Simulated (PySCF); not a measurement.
# Krypton: a sound run and one with changed settings

Sound run: Kr⁺ [Ar] 3d10 4s2 4p5, Kr²⁺ [Ar] 3d10 4s2 4p4. Computed with PySCF 2.14 in aug-cc-pVDZ-PP with ECP10MDF, with scalar relativity through the core potential. The sound run starts from symmetry-adapted Hartree-Fock orbitals and uses a fine grid where one is needed.

A second run was set up differently.

| species | method | sound run (hartree) | changed run (hartree) | converged |
| --- | --- | --- | --- | --- |
| Kr⁺ | UHF | -461.69702 | -461.69565 | no |
| Kr⁺ | M06-2X | -463.22266 | -463.21911 | no |
| Kr⁺ | PBE | -463.02781 | -463.01512 | no |
| Kr²⁺ | UHF | -460.84273 | -460.83987 | no |
| Kr²⁺ | M06-2X | -462.33673 | -462.33119 | no |
| Kr²⁺ | PBE | -462.13608 | -462.11719 | no |

(1) What was changed?
A. too few SCF iterations
B. radial grid too coarse
C. minimal basis
D. basis contracted for another Hamiltonian

Answers

(1) A. It used initial guess atom, at most 2 SCF cycles. The SCF was stopped early; the energies are upper bounds that still move, and correlated levels were skipped or rest on poor orbitals.
